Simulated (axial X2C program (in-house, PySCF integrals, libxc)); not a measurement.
## Curves of HNdH from open-shell CI on f2 s1 d(πδ)1

Calculated with an in-house all-electron X2C program for linear molecules (integrals from PySCF): two-component X2C with atomic mean-field Coulomb and Gaunt terms, basis H dyall-v3z, Nd dyall-v3z (cores contracted in-house). Orbitals come from Hartree–Fock averaged over the configuration Nd f2 s1 d(πδ)1; CI then distributes these electrons over the f, s, d(πδ) shells of Nd.

Scan along the symmetric stretch (R is each bond); masses H 1.008 u, Nd 141.908 u, H 1.008 u. Energies in cm⁻¹ from the lowest point; levels are followed by energy order within each Ω. Lowest level at 2.053 Å: 100% f3 s1.

```json
{"R (Å)": "1.909", "(1)Ω=3": "7110", "(1)Ω=4": "7671", "(1)Ω=0": "9002", "(1)Ω=5": "8497", "(1)Ω=1": "9210", "(1)Ω=2": "9983", "(2)Ω=4": "9915"}
{"R (Å)": "1.981", "(1)Ω=3": "3885", "(1)Ω=4": "4407", "(1)Ω=0": "5508", "(1)Ω=5": "5211", "(1)Ω=1": "5712", "(1)Ω=2": "6407", "(2)Ω=4": "6634"}
{"R (Å)": "2.053", "(1)Ω=3": "1745", "(1)Ω=4": "2222", "(1)Ω=0": "3151", "(1)Ω=5": "3005", "(1)Ω=1": "3349", "(1)Ω=2": "3920", "(2)Ω=4": "4317"}
{"R (Å)": "2.135", "(1)Ω=3": "405", "(1)Ω=4": "824", "(1)Ω=0": "1617", "(1)Ω=5": "1587", "(1)Ω=1": "1803", "(1)Ω=2": "2211", "(2)Ω=4": "2660"}
{"R (Å)": "2.217", "(1)Ω=3": "0", "(1)Ω=4": "358", "(1)Ω=0": "1063", "(1)Ω=5": "1108", "(1)Ω=1": "1233", "(1)Ω=2": "1498", "(2)Ω=4": "1962"}
{"R (Å)": "2.310", "(1)Ω=3": "439", "(1)Ω=4": "734", "(1)Ω=0": "1377", "(1)Ω=5": "1477", "(1)Ω=1": "1525", "(1)Ω=2": "1670", "(2)Ω=4": "2160"}
{"R (Å)": "2.423", "(1)Ω=3": "1926", "(1)Ω=4": "2152", "(1)Ω=0": "2752", "(1)Ω=5": "2896", "(1)Ω=1": "2873", "(1)Ω=2": "2916", "(2)Ω=4": "3458"}
```

(1) Fit the curves (1)Ω=3, (1)Ω=4, (1)Ω=0, (1)Ω=5, (1)Ω=1, (1)Ω=2, (2)Ω=4 near their minima.

The 7 lowest curves are shown; the next is (2)Ω=2, from 2076 cm⁻¹.

Dynamic correlation is missing, so gaps between terms are too wide and other configurations may lie lower; the lowest level listed is that of this model, not necessarily the ground state. The lowest levels belong to f3 s1, not to the averaged configuration, so orbitals and distance suit them less well. At most 4 roots were kept for each Ω > 0 (twice that for Ω = 0) within 2.2 eV of the lowest, so higher up levels can be missing between those listed; levels with Ω > 0 are doubly degenerate and listed once, Ω = 0 levels singly. The molecule was held linear; bending was not examined.

## Answers

(1) From the open-shell CI curves, Te from the lowest:

```tsv
level	Te (cm⁻¹)	Re (Å)	ωe (cm⁻¹)
(1)Ω=3	0	2.217	1358.8
(1)Ω=4	356	2.224	1349.1
(1)Ω=0	1053	2.231	1362.9
(1)Ω=5	1105	2.225	1353.9
(1)Ω=1	1219	2.233	1356.6
(1)Ω=2	1452	2.246	1363.8
(2)Ω=4	1919	2.243	1387.4
```

Without dynamic correlation distances can be off by several hundredths of an Å (long for ionic bonds, short for multiple bonds) and the wavenumbers are rough.
